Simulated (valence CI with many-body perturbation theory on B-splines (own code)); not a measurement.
Sensitivity of CI+MBPT for Rh XXIV

Computed by relativistic CI+MBPT: four valence electrons over a frozen Dirac-Fock core [Ar], radial functions for each j: 6 s, 6 p, 5 d, 5 f, 1 g, with the one-electron correlation potential Σ1, the two-electron term Σ2, the three-electron term Σ3, Breit, model QED; selected CI, second order for the rest, scaled by the run's own slope (own B-spline code, finite nucleus).

No measured levels were compared; by estimate terms of the open shell hold to 2 to 4 % of their energy, and close levels can change places. Only levels of the ground parity were solved; by the run's estimate the other parity begins above the list, which can be wrong where configurations are misplaced.

The reference run has the lowest level 3d4 5D_0 and an ionisation energy of 1131.56 eV. Its largest variational space holds 8145 state functions.

Names give the largest LS component (configuration and term), which can be under half, so a name can repeat, a term be missing and a line seem to break the LS rules; names also repeat where a configuration has a term twice.

Changed runs:
A. hole-hole ladder in Σ2 on → off
B. shift of the energy in Σ1 (hartree) 0 → -6.075
C. cutoff of virtual states (hartree) 4050 → 40000; natural orbitals for correlation on → off
D. scale of Σ1 1 → 0 (bad on purpose)

Excitation energies of the reference run in cm⁻¹, and shifts in cm⁻¹:

| Level | Reference | A | B | C | D |
| --- | --- | --- | --- | --- | --- |
| 3d4 5D_1 | 19028 | -1565 | +416 | -524 | -352 |
| 3d4 5D_2 | 35822 | -2184 | +662 | -704 | -572 |
| 3d4 5D_3 | 49191 | -2222 | +778 | -650 | -686 |
| 3d4 5D_4 | 58285 | -1833 | +736 | -336 | -673 |
| 3d4 3P_0 | 89301 | +3416 | +607 | +1041 | -643 |
| 3d4 3H_4 | 97918 | -3460 | +571 | +700 | -621 |
| 3d4 3G_3 | 117529 | -1045 | +618 | +1110 | -704 |
| 3d4 3H_5 | 121618 | -4901 | +794 | +651 | -838 |
| 3d4 3F_2 | 121881 | +1752 | +604 | +1568 | -705 |
| 3d4 3P_1 | 122665 | +3385 | +833 | +1360 | -882 |
| 3d4 3H_6 | 131297 | -5862 | +854 | +719 | -898 |
| 3d4 3G_4 | 143739 | -2485 | +955 | +914 | -1013 |
| Ionisation energy (eV) | 1131.56 | -0.67 | -1.30 | -0.25 | -2.50 |
